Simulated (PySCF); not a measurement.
# Gas-phase thermal properties of HgI₂

Method: PySCF energies plus ideal-gas RRHO corrections (1 bar). All species are closed-shell singlets. Hg, I: scalar-relativistic def2 core potential, no spin-orbit coupling. The harmonic model lacks anharmonicity and excited electronic states, which grow with temperature; levels with a mode under 35 cm⁻¹ are left out. Soft modes under 120 cm⁻¹ make the harmonic entropy rough for HgI₂.

```tsv
level	point group	σ	ZPE (kJ/mol)	S°298 (J/mol/K)	Cp298 (J/mol/K)	S°1000 (J/mol/K)	H1000 − H298 (kJ/mol)
PBE/def2-SVP	D∞h	2	2.8	330.8	61.2	405.8	43.5
PBE0/def2-TZVP	D∞h	2	2.9	328.6	61.1	403.5	43.5
```
σ: rotational symmetry number. Electronic degeneracy used: 1. Frequencies are unscaled.
